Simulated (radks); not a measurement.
Question: The mean radii <r> (bohr) of the occupied orbitals of an atom or ion are listed with their occupations. Method: scalar-relativistic Kohn-Sham, SCAN, spin-polarised, spherical densities, finite nucleus; meta-GGA in the generalised Kohn-Sham scheme; Fermi nuclear charge, rms radius of each element as measured or else 0.836 A^(1/3) + 0.57 fm; computed with a radial shooting solver on a logarithmic mesh with Libxc functionals.

| orbital | occ. | <r> |
|---|---|---|
| 1s | 2 | 0.04859 |
| 2s | 2 | 0.2142 |
| 2p | 6 | 0.1872 |
| 3s | 2 | 0.5410 |

Name the element and its charge. Open shells, if any, are filled with parallel spins first.

Answer: Z = 31, gallium, charge +19: Ga19+ in [Ne] 3s2. The 1s radius gives Z: for a bare nucleus <r> = (2 gamma + 1)/(2Z) with gamma = sqrt(1 - (Z/c)^2), 0.04755 bohr for Z = 31, and screening makes it slightly larger (0.04859 here). The occupations add up to 12, and the charge is Z minus that.
